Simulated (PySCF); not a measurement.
**An isoelectronic set: 57 electrons**

PBE0 in PySCF with def2-SVPD on every atom (core potentials on Cd, Sb, Te, I), for the lowest determinant that a PBE0 search found; no spin–orbit coupling. All have 57 electrons, 9 of them in the valence shells, and the same state, a doublet (σ ↑). For ions De leads to the atom and ion picked by measured ionisation energies and electron affinities.

```
species  difference of nuclear charges  Re (Å)  ωe (cm⁻¹)  k (mdyn/Å)  De (eV)  dissociates to
   CdO⁻                             40   2.035        415        1.43     1.37         Cd + O⁻
   BSb⁻                             46   2.004        759        3.42      n/a         B + Sb⁻
   LiI⁻                             50   2.564        351       0.482     1.27         Li + I⁻
    CdF                             39   2.012        502        2.42     2.54          Cd + F
    BTe                             47   1.957        834        4.16     4.08          B + Te
    BI⁺                             48   1.961        815        3.97     3.43          B⁺ + I
```

These are scalar-relativistic numbers at best; spin–orbit coupling would shift them, the dissociation energy most. For an ion De counts to the pair picked by the measured ionisation energies or electron affinities, which need not be the lowest pair at this level. The highest Kohn–Sham level is positive in some of these anions. Much of that is self-interaction error, but it also means that the finite basis helps to hold the extra electron. States were picked by a PBE0 search and need not be the measured ground states.
